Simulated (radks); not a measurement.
Results of a calculation; reference values are marked as such.
Zr+, configuration [Kr] 4d2 5s1.

Code: a radial shooting solver on a logarithmic mesh with Libxc functionals. Model: scalar-relativistic Kohn-Sham, exchange-only PBE, spin-polarised, spherical densities, point nucleus; open shells are filled with parallel spins first (spin-orbit coupling, left out, can overturn this in heavy ions).

Energy parts (hartree):
| part | energy |
|---|---|
| total | -3596.38561 |
| kinetic | 3699.70552 |
| electron-nucleus | -8653.71148 |
| Hartree | 1469.43755 |
| exchange | -111.81720 |

Orbitals (lengths in bohr, moments of r in powers of bohr; <r^-3> diverges for s and p1/2; r(max) is where P^2 peaks):
orbital  occ.  eigenvalue (hartree)   r(max)      <r^4>  <r^-3>      <r>
1s up       1             -655.3100  0.02414  8.871e-06       -  0.03707
1s down     1             -655.3098  0.02414  8.870e-06       -  0.03707
2s up       1             -90.97298   0.1370   0.001674       -   0.1626
2s down     1             -90.96707   0.1370   0.001674       -   0.1626
2p up       3             -81.15036   0.1095   0.001202    2154   0.1417
2p down     3             -81.14601   0.1095   0.001202    2154   0.1417
3s up       1             -15.06841   0.4082    0.09066       -   0.4586
3s down     1             -15.06459   0.4082    0.09060       -   0.4586
3p up       3             -11.86987   0.4022     0.1022   346.3   0.4623
3p down     3             -11.86566   0.4023     0.1020   346.2   0.4622
3d up       5              -6.62036   0.3473     0.1221   45.04   0.4527
3d down     5              -6.61418   0.3474     0.1217   45.04   0.4526
4s up       1              -2.22608    1.079      4.321       -    1.217
4s down     1              -2.18073    1.075      4.181       -    1.208
4p up       3              -1.42035    1.182      7.636   44.59    1.376
4p down     3              -1.36562    1.175      7.269   45.87    1.361
5s up       1              -0.37485    2.994      263.6       -    3.417
4d up       2              -0.36482    1.612      67.34   2.486    2.183
4d down     0              -0.28570    1.569      63.74   2.681    2.133

The highest occupied level is 4d up at -9.927 eV. Summed over all electrons, <r^2> = 45.68 bohr^2, which gives a Langevin (diamagnetic) susceptibility term of -36.2 x 10^-6 cm^3/mol. Spin moment in Bohr magnetons: 3.
